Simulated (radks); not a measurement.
Species: Hf. Configuration: [Xe] 4f14 5d2 6s2. Method: Dirac Kohn-Sham, LDA (Slater exchange, Perdew-Wang correlation), spin-unpolarised, spherical densities, point nucleus; open shells fill j = l - 1/2 first; computed with a radial shooting solver on a logarithmic mesh with Libxc functionals.

Normalised radial functions P(r) = r R(r) (large component), r in bohr:

r	5s1/2	4f7/2	5d3/2
0.0009413	0.0559	0.0000	0.0000
0.001286	0.0709	0.0000	0.0000
0.001743	0.0884	0.0000	0.0000
0.002381	0.1091	0.0000	0.0001
0.003227	0.1313	0.0000	0.0001
0.004409	0.1540	0.0000	0.0003
0.005975	0.1722	0.0000	0.0006
0.008162	0.1800	0.0000	0.0012
0.01106	0.1676	0.0001	0.0026
0.01511	0.1224	0.0003	0.0056
0.02048	0.0379	0.0009	0.0115
0.02798	-0.0868	0.0026	0.0235
0.03792	-0.2146	0.0075	0.0446
0.05181	-0.2824	0.0209	0.0797
0.07021	-0.2019	0.0529	0.1258
0.09592	0.0574	0.1262	0.1705
0.13	0.3421	0.2657	0.1769
0.1776	0.3630	0.5022	0.1005
0.2407	-0.0378	0.8055	-0.0620
0.3288	-0.5312	1.0961	-0.2343
0.4457	-0.4694	1.2240	-0.2632
0.604	0.2296	1.1333	-0.0820
0.8251	0.9547	0.8741	0.2389
1.118	1.0809	0.5745	0.5217
1.528	0.6978	0.3141	0.6604
2.07	0.2803	0.1454	0.6332
2.829	0.0638	0.0532	0.4988
3.834	0.0079	0.0153	0.3325
5.237	0.0004	0.0029	0.1776
7.098	0.0000	0.0003	0.0732
9.697	0.0000	0.0000	0.0203

5s1/2: eigenvalue -66.746 eV, 4 radial nodes at r = 0.0227, 0.0906, 0.236, 0.555 bohr, <r> = 1.14 bohr, 90 % of the charge inside 1.64 bohr. 4f7/2: eigenvalue -15.923 eV, 0 radial nodes, <r> = 0.684 bohr, 90 % of the charge inside 1.16 bohr. 5d3/2: eigenvalue -3.007 eV, 2 radial nodes at r = 0.217, 0.659 bohr, <r> = 2.44 bohr, 90 % of the charge inside 4.05 bohr.
